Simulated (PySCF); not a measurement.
**Dipole moment and polarisability of `OCc1cc[se]c1`**

Species: C5H6OSe.
SMILES with atom numbers: `[OH:1][CH2:2][c:3]1[cH:4][cH:5][se:6][cH:7]1` (hydrogens: H8 on O1; H9, H10 on C2; H11 on C4; H12 on C5; H13 on C7)

Structure used (PBE0-D3(BJ)/def2-SVP), in Å, numbered top down from 1:
```
atom  x, y, z in Å
O1    -2.0049    0.8665    0.8555
C2    -1.5586    0.1751   -0.2811
C3    -0.0966   -0.1672   -0.2158
C4     0.8907    0.7947    0.1826
C5     2.1735    0.3324    0.1948
Se6    2.2651   -1.4475   -0.3208
C7     0.4218   -1.3993   -0.5100
H8    -1.7556    0.3460    1.6270
H9    -1.7433    0.8495   -1.1342
H10   -2.1438   -0.7454   -0.4747
H11    0.6218    1.8155    0.4625
H12    3.0742    0.8856    0.4598
H13   -0.1336   -2.2832   -0.8247
```

Level: PBE0/def2-SVPD (PySCF), static field, nuclei fixed, core orbitals frozen in the response. The polarisability tensor in these axes (au):

```
x   106.42 -11.70  -0.14
y   -11.70  90.46   8.86
z    -0.14   8.86  65.16
```

Q: What are the eigenvalues, a third of the trace, and Δα (Δα² = ½Σ(αi − αj)² over the three pairs)?

A: Principal values 62.08, 86.96 and 113.00 au; mean 87.35 au = 12.94 Å³ = 14.40 × 10⁻⁴⁰ C²·m²/J; Δα = 44.10 au (50 % of the mean).

Q: What is the dipole moment, and where does it point?

A: (0.59, -1.00, 0.08) D, 1.16 D in size, pointing from the negative to the positive side. Measured along this direction, the outermost atoms are O1 and H9 at the negative end and Se6 at the positive end.

Q: Traceless (Buckingham) quadrupole moment about the centre of nuclear charge: eigenvalues?

A: -9.82, 0.19, 9.62 D·Å. The values depend on the origin, since the dipole doesn't vanish. The electronic extent ⟨r²⟩ about the same centre is 1231 bohr², a root-mean-square distance of 2.10 Å for the 78 electrons.

Q: What molar refraction does this α imply?

A: Lorentz–Lorenz: R = (4π/3)N_A α = 2.5225 cm³/(mol·Å³) × 12.94 Å³ = 32.7 cm³/mol, in the limit of long wavelengths.

Q: Find the Langevin capture rate constant for O2+ (31.990 u) meeting this molecule (161.958 u), k = 2.342 × 10⁻⁹ cm³/s × √(α in Å³ / reduced mass in u).

A: The reduced mass is 26.71 u, so k = 1.63 × 10⁻⁹ cm³/s. The formula leaves out the permanent dipole, which adds to the capture rate.

Q: Form Σ f/ω² (atomic units) for the 6 lowest TDDFT singlets, given as eV and f, and set it beside the mean polarisability, which is this sum over all singlets: 5.34, 0.1299; 5.38, 0.0013; 5.58, 0.0048; 5.60, 0.0483; 6.36, 0.0367; 6.37, 0.0255.

A: They add up to 5.80 au, 6.6 % of the 87.35 au; the largest single term is 3.38 au, from the state at 5.34 eV. Terms in order: 3.38, 0.03, 0.12, 1.14, 0.67, 0.46 au. Higher excitations give the rest. The strengths listed sum to 0.246.

The structure is a single PBE0-D3(BJ)/def2-SVP conformer in the gas phase; no vibrational or solvent corrections. The calculation is non-relativistic, for selenium too.
